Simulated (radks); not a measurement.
Q: All-electron atom: Cs in [Kr] 4d10 5s1 5p6 6s1 5d1 (not the ground configuration). Method: Dirac Kohn-Sham, exchange-only B88, spin-unpolarised, spherical densities, finite nucleus; open shells fill j = l - 1/2 first; Fermi nuclear charge, rms radius 4.8041 fm; computed with a radial shooting solver on a logarithmic mesh with Libxc functionals. Some entries of the table are withheld. Estimate them.

orbital  occ.  eigenvalue (hartree)  <r> (bohr)
1s1/2       2             -1314.811     0.02611
2s1/2       2             -206.2931         (1)
2p1/2       2             -194.1063     0.09402
2p3/2       4             -181.1547     0.09991
3s1/2       2             -42.99472      0.2988
3p1/2       2             -37.90103      0.2887
3p3/2       4             -35.41958      0.3005
3d3/2       4                   (2)      0.2714
3d5/2       6                   (3)      0.2751
4s1/2       2              -8.22436      0.6946
4p1/2       2              -6.39605      0.7203
4p3/2       4              -5.88853      0.7478
4d3/2       4              -2.91383      0.8293
4d5/2       6              -2.82948      0.8396
5s1/2       1              -1.07712       1.712
5p1/2       2              -0.61870         (4)
5p3/2       4              -0.55348         (5)
6s1/2       1              -0.08371       5.239
5d3/2       1              -0.03243       4.269
5d5/2       0              -0.02946       4.418

A: 
(1) 2s1/2 <r> (bohr): 0.1117
(2) 3d3/2 eigenvalue (hartree): -26.46126
(3) 3d5/2 eigenvalue (hartree): -25.93435
(4) 5p1/2 <r> (bohr): 1.964
(5) 5p3/2 <r> (bohr): 2.054
